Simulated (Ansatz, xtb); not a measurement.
**A geometry optimisation of CH2Ge with r2SCAN-D4/def2-SVP**

The starting geometry of this gas-phase singlet has its atoms placed at random.

```xyz
4

C     1.1098    1.1655    0.9990
Ge   -0.7529   -0.8381   -0.2276
H    -0.7166   -0.1018    1.3912
H     0.2947    0.2982    0.6463
```

Q: One run relaxed it with r2SCAN-D4/def2-SVP. What is a likely outcome?

A: It ends as `[CH2]=[Ge]`. Distances that change by over a tenth: C1–H4 (1.24 → 1.10 Å). Contacts that open: Ge2–H3 (1.78 → 2.56 Å), Ge2–H4 (1.78 → 2.57 Å). Contacts that close: C1–Ge2 (3.00 → 1.79 Å), C1–H3 (2.26 → 1.10 Å).

The energy falls by 7.51 eV over 14 steps:

```json
{"step": "1", "E − E(last) (eV)": "7.506"}
{"step": "2", "E − E(last) (eV)": "6.771"}
{"step": "4", "E − E(last) (eV)": "5.773"}
{"step": "5", "E − E(last) (eV)": "4.871"}
{"step": "7", "E − E(last) (eV)": "3.206"}
{"step": "8", "E − E(last) (eV)": "2.417"}
{"step": "10", "E − E(last) (eV)": "0.921"}
{"step": "11", "E − E(last) (eV)": "0.547"}
{"step": "13", "E − E(last) (eV)": "0.002"}
{"step": "14", "E − E(last) (eV)": "0.000"}
```

Final geometry (Å):

```yaml
atoms:
  - { symbol: C, position_ang: [0.0692, 0.1580, 0.8157] }
  - { symbol: Ge, position_ang: [-0.9701, -0.1764, -0.6037] }
  - { symbol: H, position_ang: [-0.3317, 0.3289, 1.8269] }
  - { symbol: H, position_ang: [1.1677, 0.2132, 0.7700] }
```

From the same start GFN2-xTB reaches the same bonding as this run.

From so rough a start the end depends on the optimiser's path, so another program may land elsewhere. No frequencies were run, so the end isn't proven a minimum. Run with Ansatz 0.2.0, 34 s on 1 thread of Arm Neoverse N1 (shared host).
